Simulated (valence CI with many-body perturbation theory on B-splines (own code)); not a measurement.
Values are calculated unless marked as measured or tabulated.
Pt6+: what each term of the Hamiltonian does

Method: relativistic CI+MBPT: four valence electrons over a frozen Dirac-Fock core [Xe] 4f14, radial functions for each j: 9 s, 9 p, 10 d, 8 f, 5 g, 3 h, 1 i, with the one-electron correlation potential Σ1 (screened to all orders), the two-electron term Σ2, the three-electron term Σ3, Breit, model QED; selected single and double excitations, second order for the rest, scaled by the run's own slope (own B-spline code, finite nucleus).

No measured levels were compared; by estimate terms of the open shell hold to 2 to 4 % of their energy, and close levels can change places; different configurations can be misplaced against each other by 1,000 to 8,000 cm⁻¹. Core correlation moves these levels by up to 16000 cm⁻¹, and in measured spectra 5 to 20 % of such shifts remained as error; rates that hang on mixing are uncertain with them. Only levels of the ground parity were solved; by the run's estimate the other parity begins above the list, which can be wrong where configurations are misplaced.

Each rung adds one term. CI alone is the Dirac-Coulomb CI over the frozen core; QED comes last and gives the full result, which names the levels. Energies are above (5d3/2^4) J=0 on the same rung, in cm⁻¹.

Levels are named by their leading jj configuration (3d3/2^4 stands for four electrons in 3d with j = 3/2), which in mixed levels can hold well under half, so a name can repeat and another be missing. Letters in brackets count levels of one name in rising energy.

| Level | CI alone |
| --- | --- |
| (5d3/2^3 5d5/2) J=1 | 6878 |
| (5d3/2^2 5d5/2^2) J=2 [a] | 12366 |
| (5d3/2^2 5d5/2^2) J=3 [a] | 16284 |
| (5d3/2^3 5d5/2) J=4 | 18321 |
| (5d3/2^2 5d5/2^2) J=0 [a] | 24671 |
| (5d3/2^2 5d5/2^2) J=4 [a] | 27699 |
| (5d3/2^2 5d5/2^2) J=3 [b] | 32017 |
| (5d3/2^2 5d5/2^2) J=2 [b] | 32156 |
| (5d3/2^2 5d5/2^2) J=5 | 34497 |
| (5d3/2^2 5d5/2^2) J=1 | 33150 |
| (5d3/2^2 5d5/2^2) J=6 | 37544 |
| (5d3/2^2 5d5/2^2) J=4 [b] | 40382 |
| (5d3/2^2 5d5/2^2) J=2 [c] | 40541 |
| (5d3/2^2 5d5/2^2) J=3 [c] | 42944 |
| (5d3/2 5d5/2^3) J=4 [a] | 42986 |
| (5d3/2 5d5/2^3) J=3 [a] | 46829 |

Question: What do these energies become with core correlation, Breit and QED?

Answer: (5d3/2^3 5d5/2) J=1 7448 (+570); (5d3/2^2 5d5/2^2) J=2 [a] 13250 (+884); (5d3/2^2 5d5/2^2) J=3 [a] 17320 (+1036); (5d3/2^3 5d5/2) J=4 19112 (+791); (5d3/2^2 5d5/2^2) J=0 [a] 26798 (+2127); (5d3/2^2 5d5/2^2) J=4 [a] 28167 (+468); (5d3/2^2 5d5/2^2) J=3 [b] 32681 (+664); (5d3/2^2 5d5/2^2) J=2 [b] 33644 (+1488); (5d3/2^2 5d5/2^2) J=5 34822 (+325); (5d3/2^2 5d5/2^2) J=1 35751 (+2601); (5d3/2^2 5d5/2^2) J=6 37733 (+189); (5d3/2^2 5d5/2^2) J=4 [b] 41259 (+877); (5d3/2^2 5d5/2^2) J=2 [c] 42274 (+1734); (5d3/2^2 5d5/2^2) J=3 [c] 43797 (+853); (5d3/2 5d5/2^3) J=4 [a] 44866 (+1879); (5d3/2 5d5/2^3) J=3 [a] 48918 (+2088).

Question: How does the ionisation energy move along the ladder, and which term matters most?

Answer: CI alone 90.079, + Σ1 91.653, + Σ2 92.707, + Σ3 92.698, + Breit 92.674, + QED 92.688 eV. The largest step is Σ1, 1.574 eV. NIST lists 91 ± 2 eV (theoretical).
